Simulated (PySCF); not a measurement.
C₃H₆O, charge -1, doublet, geometry from GFN2-xTB (a state made from the parent by changing its charge; the spin is typed, not shown lowest) (in this run its highest filled SCF level lies above zero, so its values depend strongly on the basis, on diffuse functions most of all); M06/3-21G (PySCF).

Input for PySCF:
```python
from pyscf import gto, scf, dft

mol = gto.Mole()
mol.atom = '''
    C    -1.23000776   -0.01815569   -0.70402132
    C    -0.02294410    0.16394531    0.20501992
    C     1.28866707    0.16312758   -0.56711666
    O    -0.05904402   -0.27027316    1.44413418
    H    -1.22558377   -0.97844920   -1.26463982
    H    -1.27877931    0.78009714   -1.45933864
    H    -2.14688240    0.00862961   -0.11403996
    H     2.12329948    0.31597875    0.11806931
    H     1.48188848   -0.78357711   -1.11747293
    H     1.30411841    0.96600290   -1.31894310
'''
mol.basis = '3-21g'
mol.charge = -1
mol.spin = 1
mol.verbose = 4
mol.build()

mf = dft.UKS(mol)
mf.xc = 'm06'
mf.grids.level = 1
mf.kernel()
mf.analyze()
```

It wrote (shortened):

```
PySCF version 2.14.0

[INPUT] verbose = 4
[INPUT] num. atoms = 10
[INPUT] num. electrons = 33
[INPUT] charge = -1
[INPUT] spin (= nelec alpha-beta = 2S) = 1
[INPUT] symmetry False subgroup None
[INPUT] Mole.unit = angstrom
[INPUT] Symbol           X                Y                Z      unit          X                Y                Z       unit  Magmom
[...]
nuclear repulsion = 116.711090269568
number of shells = 32
number of NR pGTOs = 78
number of NR cGTOs = 48
basis = 3-21g
ecp = {}

******** <class 'pyscf.dft.uks.UKS'> ********
method = UKS
initial guess = minao
damping factor = 0
level_shift factor = 0
DIIS = <class 'pyscf.scf.diis.CDIIS'>
diis_start_cycle = 1
diis_space = 8
diis_damp = 0
SCF conv_tol = 1e-09
SCF conv_tol_grad = None
SCF max_cycles = 50
direct_scf = True
direct_scf_tol = 1e-13
number electrons alpha = 17  beta = 16
XC library pyscf.dft.libxc version 7.1.2
    S. Lehtola, C. Steigemann, M. J. T. Oliveira, and M. A. L. Marques,  SoftwareX 7, 1–5 (2018)
XC functionals = m06
    Y. Zhao and D. G. Truhlar,  Theor. Chem. Acc. 120, 215 (2008)
    Y. Zhao and D. G. Truhlar,  Theor. Chem. Acc. 120, 215 (2008)
radial grids:
    Treutler-Ahlrichs [JCP 102, 346 (1995); DOI:10.1063/1.469408] (M4) radial grids

becke partition: Becke, JCP 88, 2547 (1988); DOI:10.1063/1.454033
pruning grids: <function nwchem_prune>
grids dens level: 1
symmetrized grids: False
atomic radii adjust function: <function treutler_atomic_radii_adjust>
small_rho_cutoff = 0
Set gradient conv threshold to 3.16228e-05
tot grids = 35552
init E= -192.019358678004

cycle= 1 E= -191.730596155879  delta_E= 0.289  |g|= 0.669  |ddm|= 2.15

cycle= 2 E= -190.386630463719  delta_E= 1.34  |g|= 1.67  |ddm|= 9.61
cycle= 3 E= -191.897797281526  delta_E= -1.51  |g|= 0.226  |ddm|= 9.34
cycle= 4 E= -191.92209259231  delta_E= -0.0243  |g|= 0.101  |ddm|= 0.464
cycle= 5 E= -191.927387176097  delta_E= -0.00529  |g|= 0.0183  |ddm|= 0.142
cycle= 6 E= -191.927640444606  delta_E= -0.000253  |g|= 0.0105  |ddm|= 0.0734
cycle= 7 E= -191.927710441544  delta_E= -7e-05  |g|= 0.00402  |ddm|= 0.0279
cycle= 8 E= -191.927729833509  delta_E= -1.94e-05  |g|= 0.00112  |ddm|= 0.0221
cycle= 9 E= -191.927730962259  delta_E= -1.13e-06  |g|= 0.000142  |ddm|= 0.0045
cycle= 10 E= -191.927730991213  delta_E= -2.9e-08  |g|= 2.48e-05  |ddm|= 0.000773
cycle= 11 E= -191.927730992329  delta_E= -1.12e-09  |g|= 7.4e-06  |ddm|= 0.000161
cycle= 12 E= -191.927730992395  delta_E= -6.51e-11  |g|= 4.2e-06  |ddm|= 4.1e-05
Extra cycle  E= -191.927730992395  delta_E= -5.68e-14  |g|= 4.69e-06  |ddm|= 1.22e-05
converged SCF energy = -191.927730992395  <S^2> = 0.75228141  2S+1 = 2.0022801
**** SCF Summaries ****
Total Energy =                        -191.927730992394572
Nuclear Repulsion Energy =             116.711090269567649
One-electron Energy =                 -499.300478270376686
Two-electron Energy =                  190.661657008414494
Two-electron Coulomb Energy =          217.890542976496931
DFT Exchange-Correlation Energy =      -27.228885968082434
**** MO energy ****
                             alpha | beta                alpha | beta
[...]
To work with the spin densities directly, `use mulliken_meta_spin()` only printing them here.

 ** Mulliken spin pop alpha/beta on meta-lowdin orthogonal AOs **
 ** Mulliken Spin Density (per AO)  **
spin_pop of  0 C 1s        0.00000
spin_pop of  0 C 2s       -0.00213
spin_pop of  0 C 3s        0.00006
spin_pop of  0 C 2px      -0.00424
spin_pop of  0 C 2py      -0.00177
spin_pop of  0 C 2pz      -0.00638
spin_pop of  0 C 3px       0.00051
spin_pop of  0 C 3py       0.00152
spin_pop of  0 C 3pz       0.00047
spin_pop of  1 C 1s       -0.00002
spin_pop of  1 C 2s        0.04569
spin_pop of  1 C 3s        0.00165
spin_pop of  1 C 2px       0.01368
spin_pop of  1 C 2py       0.41009
spin_pop of  1 C 2pz       0.01286
spin_pop of  1 C 3px      -0.00085
spin_pop of  1 C 3py       0.00099
spin_pop of  1 C 3pz      -0.00008
spin_pop of  2 C 1s        0.00000
spin_pop of  2 C 2s       -0.00207
spin_pop of  2 C 3s        0.00006
spin_pop of  2 C 2px      -0.00757
spin_pop of  2 C 2py       0.00029
spin_pop of  2 C 2pz      -0.00480
spin_pop of  2 C 3px       0.00015
spin_pop of  2 C 3py       0.00178
spin_pop of  2 C 3pz       0.00054
spin_pop of  3 O 1s       -0.00000
spin_pop of  3 O 2s        0.00359
spin_pop of  3 O 3s       -0.00021
spin_pop of  3 O 2px       0.01047
spin_pop of  3 O 2py       0.36224
spin_pop of  3 O 2pz       0.02326
spin_pop of  3 O 3px      -0.00036
spin_pop of  3 O 3py       0.00109
spin_pop of  3 O 3pz       0.00019
spin_pop of  4 H 1s        0.05370
spin_pop of  4 H 2s        0.00527
spin_pop of  5 H 1s        0.00803
spin_pop of  5 H 2s       -0.00008
spin_pop of  6 H 1s        0.00313
spin_pop of  6 H 2s       -0.00019
spin_pop of  7 H 1s        0.00308
spin_pop of  7 H 2s       -0.00018
spin_pop of  8 H 1s        0.05342
spin_pop of  8 H 2s        0.00524
spin_pop of  9 H 1s        0.00795
spin_pop of  9 H 2s       -0.00008
 ** Mulliken Spin Density (per atom)  **
spin density of  0 C =     -0.01196
spin density of  1 C =      0.48402
spin density of  2 C =     -0.01162
spin density of  3 O =      0.40027
spin density of  4 H =      0.05897
spin density of  5 H =      0.00795
spin density of  6 H =      0.00294
spin density of  7 H =      0.00290
spin density of  8 H =      0.05866
spin density of  9 H =      0.00787
 ** Mulliken pop alpha/beta on meta-lowdin orthogonal AOs **
 ** Mulliken pop       alpha | beta **
In total            17.00000 | 16.00000
 ** Mulliken atomic charges   ( Nelec_alpha | Nelec_beta ) **
charge of  0C =     -0.31472  (     3.15138      3.16334 )
charge of  1C =     -0.01226  (     3.24814      2.76412 )
charge of  2C =     -0.31439  (     3.15138      3.16300 )
charge of  3O =     -0.60708  (     4.50367      4.10341 )
charge of  4H =      0.01561  (     0.52168      0.46271 )
charge of  5H =      0.04308  (     0.48243      0.47448 )
charge of  6H =      0.06561  (     0.46867      0.46572 )
charge of  7H =      0.06542  (     0.46874      0.46584 )
charge of  8H =      0.01568  (     0.52149      0.46283 )
charge of  9H =      0.04305  (     0.48241      0.47454 )

WARN: System has nonzero charge -1; the dipole moment is origin-dependent.
Location of origin: [0. 0. 0.]

Dipole moment(X, Y, Z, Debye):  0.11257,  0.39307, -2.57509
```
